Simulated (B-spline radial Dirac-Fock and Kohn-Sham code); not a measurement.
## Two-hole binding energies of Nd⁹⁺

System: neodymium as Nd⁹⁺, [Kr] 4d10 4f2 5s2 5p1.

Input file task.json (cfg lists n, l and occupation; rrms is the nuclear radius in fm):

```json
{"items": [{
  "Z": 60,
  "q": 9,
  "cfg": [[1, 0, 2], [2, 0, 2], [2, 1, 6], [3, 0, 2], [3, 1, 6], [3, 2, 10], [4, 0, 2], [4, 1, 6], [4, 2, 10], [4, 3, 2], [5, 0, 2], [5, 1, 1]],
  "A": 142,
  "rrms": 4.9123,
  "do": ["binding", "quiet", "double"]
}]}
```

Command: `python xray_run.py task.json out`

Calculated with a radial B-spline solver, using Dirac-Fock ΔSCF + Breit + QED. U is the two-hole binding energy less the two single-hole energies, the effective repulsion of the holes after relaxation. Each two-hole energy is an average over J within one jj subconfiguration.

| holes | E(a) (eV) | E(b) (eV) | E(ab) (eV) | U (eV) |
| --- | --- | --- | --- | --- |
| 1s⁻¹ 3p3/2⁻¹ | 43723.6 | 1456.1 | 45270.8 | 91.1 |
| 1s⁻¹ 3d3/2⁻¹ | 43723.6 | 1156.2 | 44966.7 | 87.0 |
| 1s⁻¹ 3d5/2⁻¹ | 43723.6 | 1134.3 | 44942.8 | 85.0 |
| 2s⁻² | 7287.9 | 7287.9 | ? | ? |
| 2s⁻¹ 2p3/2⁻¹ | 7287.9 | 6364.4 | 13813.6 | 161.3 |
| 2p3/2⁻² | 6364.4 | 6364.4 | 12921.9 | 193.2 |
| 2p1/2⁻¹ 3s⁻¹ | 6878.1 | 1735.2 | 8692.6 | 79.2 |
| 2p1/2⁻¹ 3p3/2⁻¹ | 6878.1 | 1456.1 | 8415.5 | 81.3 |
| 2p3/2⁻¹ 3s⁻¹ | 6364.4 | 1735.2 | 8178.1 | 78.5 |
| 2p1/2⁻¹ 3d5/2⁻¹ | 6878.1 | 1134.3 | 8098.8 | 86.4 |
| 2p3/2⁻¹ 3p1/2⁻¹ | 6364.4 | 1560.6 | 8008.9 | 83.9 |
| 3p1/2⁻² | 1560.6 | 1560.6 | 3188.0 | 66.7 |
| 4d3/2⁻² | 271.1 | 271.1 | 571.2 | 28.9 |
| 4d5/2⁻² | 267.0 | 267.0 | 562.9 | 28.8 |

Q: Give the missing two-hole energy and U.

A: E(ab) = 14753.2 eV and U = 177.3 eV.
